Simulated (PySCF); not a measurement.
Compound: C8H7P.
Structure used (GFN2-xTB), in Å, numbered top down from 1:
```
atom  x, y, z in Å
C1     2.6098    1.5644    0.6104
C2     1.5146    1.1848    0.2972
C3     0.2113    0.7728   -0.0837
C4    -0.6410    1.7463   -0.5878
P5    -2.2688    1.4938   -1.1161
C6    -2.4060   -0.2077   -0.8152
C7    -1.4136   -1.0135   -0.2966
C8    -0.1479   -0.5754    0.0644
C9     0.8558   -1.5391    0.6194
H10    3.5686    1.8892    0.8859
H11   -0.2554    2.7569   -0.6574
H12   -3.3572   -0.6641   -1.0594
H13   -1.6363   -2.0652   -0.1595
H14    1.1706   -1.2280    1.6156
H15    1.7465   -1.5636   -0.0085
H16    0.4414   -2.5426    0.6797
```

Definitions: NICS(0) = −σiso at the ring centroid; NICS(1) = −σiso and NICS(1)zz = −σzz at ±1 Å along the ring normal z. Level: GIAO PBE0/pcSseg-1 (PySCF, non-relativistic, gas phase) on the GFN2-xTB geometry, one conformer.

Ring bond lengths (Å), with Mayer bond orders in brackets: C3–C4 1.389 (1.47), C4–P5 1.730 (1.33), P5–C6 1.733 (1.30), C6–C7 1.379 (1.47), C7–C8 1.387 (1.45), C8–C3 1.403 (1.30).

Question: Give the NICS values of each ring in ppm.

Answer: 
```tsv
ring	type	NICS(0)	NICS(1), two faces	NICS(1)zz, two faces	rms pucker (Å)	centre to ring atoms, mean (Å)
C3–C4–P5–C6–C7–C8	6-membered ring with P; formal bonds all aromatic	-7.4	-10.4 / -10.4	-25.2 / -25.2	0.00	1.50
```

Question: What do they say, and how far can they be read as aromaticity?

Answer: 
- C3–C4–P5–C6–C7–C8: mean NICS(1)zz -25.2 ppm, shielded.

Question: And the bond-length index? HOMA = 1 − mean of α(R − Ropt)² over the ring bonds, with Krygowski's 1993 parameters (CC: Ropt 1.388 Å, α 257.7 Å⁻²; CP: Ropt 1.698 Å, α 118.91 Å⁻²).

Answer: 
- C3–C4–P5–C6–C7–C8: HOMA 0.94; the largest term is that of P5–C6, α(R − Ropt)² = 0.15.

Question: List the ring angles and the Hirshfeld charges of the ring atoms.

Answer: 
- C3–C4–P5–C6–C7–C8: C3 123.7° (+0.006 e), C4 125.9° (-0.100 e), P5 99.5° (+0.085 e), C6 125.6° (-0.104 e), C7 124.7° (-0.045 e), C8 120.6° (+0.025 e); sum 720.0° against 720° for a flat convex ring.

Question: What are the shieldings of the ring atoms and their hydrogens in the same run (means over atoms taken as equivalent)?

Answer: 
```
atoms                  environment  σ isotropic (ppm)  principal values of the symmetric part, first atom (ppm)
   C3  substituted aromatic carbon               55.1                                        -46.7, 46.0, 166.1
   C4           aromatic CH carbon               15.8                                       -149.4, 25.2, 171.6
   P5     phosphorus bonded to 2 C              106.3                                      -167.2, -45.2, 531.3
   C6           aromatic CH carbon               21.7                                       -144.0, 28.8, 180.3
   C7           aromatic CH carbon               47.1                                        -61.5, 41.1, 161.8
   C8  substituted aromatic carbon               38.5                                        -57.2, -5.8, 178.6
  H11            aromatic hydrogen              22.20                                          18.5, 19.8, 28.3
  H12            aromatic hydrogen              22.62                                          20.0, 20.8, 27.1
  H13            aromatic hydrogen              23.60                                          19.0, 23.3, 28.5
```
